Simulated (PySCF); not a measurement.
## Ar⁺ (argon, charge +1) across methods

[Ne] 3s2 3p4 3d1, one real determinant (an excited configuration). Calculation: PySCF 2.14, in aug-cc-pCVTZ-DK; the spin-free X2C one-electron Hamiltonian (Gaussian nucleus).

| method | E (hartree) | mean ε 3p α (eV) | mean ε 3p β (eV) | mean ε 3d α (eV) | Σ⟨r²⟩ (bohr²) | ⟨S²⟩ |
| --- | --- | --- | --- | --- | --- | --- |
| M06-2X | -528.1607 | -29.001 | -26.492 | -8.367 | 22.42 | 3.755 |
| PBE | -527.9799 | -25.186 | -23.027 | -6.287 | 22.30 | 3.754 |
| B97-3 | -528.0988 | -27.245 | -24.903 | -7.378 | 22.23 | 3.755 |
| PBE0 | -528.0143 | -27.275 | -24.806 | -7.477 | 22.21 | 3.756 |
| LDA | -526.5334 | -25.251 | -23.011 | -6.181 | 22.43 | 3.752 |
| r2SCAN | -528.1353 | -25.931 | -23.454 | -6.466 | 22.22 | 3.758 |
| TPSSh | -528.1891 | -26.198 | -23.963 | -6.846 | 22.17 | 3.756 |
| B3LYP | -528.1871 | -26.759 | -24.533 | -7.180 | 22.32 | 3.754 |

Task: Estimate the same row for UHF.

Result: E (hartree) = -527.49141; mean ε 3p α (eV) = -32.694; mean ε 3p β (eV) = -29.057; mean ε 3d α (eV) = -10.638; Σ⟨r²⟩ (bohr²) = 22.22; ⟨S²⟩ = 3.764.

⟨L²⟩ = 8.02 against 12 for a pure F term, so this real determinant mixes terms. The outer electron is Rydberg-like, and this basis confines it to a smaller radius and binds it less than a complete one would.
